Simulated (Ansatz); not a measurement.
Geometry optimisation, RKS revPBE-D4/def2-SVP in Ansatz 0.2.0.

Input file:

```yaml
crystal:
  periodic: [false, false, false]
  atoms:
    - { symbol: Sn, position_ang: [-0.106012, -0.115425, 0.035742] }
    - { symbol: O, position_ang: [-0.198402, -0.024886, 2.012954] }
    - { symbol: H, position_ang: [-0.829537, -0.690922, 2.355461] }
    - { symbol: Cl, position_ang: [2.134204, -0.394735, -0.697602] }
    - { symbol: Cl, position_ang: [-1.064915, 1.80698, -0.979583] }
    - { symbol: H, position_ang: [-1.000228, -1.48, -0.542822] }
    - { symbol: "N", position_ang: [1.516903, 2.411953, 1.398542] }
    - { symbol: H, position_ang: [2.190697, 1.850601, 0.866673] }
    - { symbol: H, position_ang: [0.811768, 2.780101, 0.750961] }
    - { symbol: H, position_ang: [1.04482, 1.799131, 2.094973] }
basis:
  gaussian: { orbitals: def2-SVP }
hamiltonian:
  xc: revpbe
  dispersion: d4
relax:
  f_tol: 0.03
  max_steps: 50
```

Launched with:

```bash
$ ansatz run input.yaml --threads 4 --pin off --max-ram 5120MiB --backend cpu --events-out ev --progress --plain --runs-dir out
```

Where does it end, and by what steps?

The run converged. After 11 steps the energy has fallen by 0.615 eV; N7 moved furthest, 0.65 Å. Joined: Sn1–N7 (3.30 → 2.37 Å).

```tsv
step	energy less start (eV)	largest force component (eV/Å)	accepted
0	0.0000	0.631	yes
1	-0.0149	0.262	yes
2	-0.0245	0.294	yes
3	-0.0340	0.229	yes
4	-0.0613	0.635	yes
5	-0.1389	1.032	yes
6	-0.3881	1.652	yes
7	-0.4905	1.274	yes
8	-0.4765	1.181	no
9	-0.6076	0.229	yes
10	-0.6144	0.034	yes
11	-0.6152	0.025	yes
```

```xyz
10
Properties=species:S:1:pos:R:3
Sn 0.025 0.107 0.154
O -0.268 -0.033 2.159
H -0.830 -0.810 2.347
Cl 2.228 -0.448 -0.677
Cl -1.122 1.896 -1.002
H -0.869 -1.257 -0.467
N 1.213 1.935 1.086
H 2.212 1.868 0.851
H 0.829 2.824 0.742
H 1.081 1.861 2.103
```

Whether the end is a true minimum wasn't checked by a vibrational analysis.

The run took 29 s on 4 threads of Intel(R) Xeon(R) Platinum 8259CL CPU @ 2.50GHz (Skylake/Cascade Lake), with other jobs on the host, peak memory 0.2 GiB.
